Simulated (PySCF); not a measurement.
**NMR parameters of Si(NMe2)4**

Si(NMe2)4, C8H24N4Si.

Bonds: Si1-N2, Si1-N11, Si1-N20, Si1-N29, N2-C3, N2-C4, N11-C12, N11-C13, N20-C21, N20-C22, N29-C30, N29-C31. C3 carries H5, H6, H7; C4 carries H8, H9, H10; C12 carries H14, H15, H16; C13 carries H17, H18, H19; C21 carries H23, H24, H25; C22 carries H26, H27, H28; C30 carries H32, H33, H34; C31 carries H35, H36, H37.

GIAO calculations in PySCF 2.14.0 with density-fitted response routines on the PBE0-D3(BJ)/def2-SVP structure: isolated species, non-relativistic, equivalent atoms averaged; basis pcSseg-1.

(1) Give the isotropic shieldings (ppm) with KT2, PBE0.

(2) And the chemical shifts, against references computed in the same way?

(3) Which part of the shielding of Si1 depends on the functional?

## Answers

(1) 
```json
{"atoms": "Si1", "environment": "silicon bonded to 4 N", "KT2": "392.8", "PBE0": "381.7"}
{"atoms": "N2/N11/N20/N29", "environment": "nitrogen bonded to 2 C, Si", "KT2": "226.5", "PBE0": "237.0"}
{"atoms": "C3/C4/C12/C13/C21/C22/C30/C31", "environment": "carbon bonded to N, 3 H", "KT2": "143.4", "PBE0": "146.0"}
{"atoms": "H5/H6/H7/H8/H9/H10/H14/H15/H16/H17/H18/H19/H23/H24/H25/H26/H27/H28/H32/H33/H34/H35/H36/H37", "environment": "hydrogen on a carbon bonded to N", "KT2": "28.63", "PBE0": "28.86"}
{"atoms": "HOMO–LUMO gap (eV)", "environment": "–", "KT2": "4.69", "PBE0": "6.87"}
```

(2) 
| atoms | nucleus, reference | KT2 | PBE0 |
| --- | --- | --- | --- |
| Si1 | ²⁹Si, TMS | -31.7 | -29.7 |
| N2/N11/N20/N29 | ¹⁵N, NH3 | 37.9 | 28.7 |
| C3/C4/C12/C13/C21/C22/C30/C31 | ¹³C, TMS | 39.8 | 38.4 |
| H5/H6/H7/H8/H9/H10/H14/H15/H16/H17/H18/H19/H23/H24/H25/H26/H27/H28/H32/H33/H34/H35/H36/H37 | ¹H, TMS | 2.55 | 2.40 |

(3) Diamagnetic: KT2 895, PBE0 891 ppm; paramagnetic: KT2 -502, PBE0 -509 ppm.

Experimental scales use liquid or dissolved standards, which lie at an offset from isolated NH3 (liquid NH3: subtract about 20 ppm).
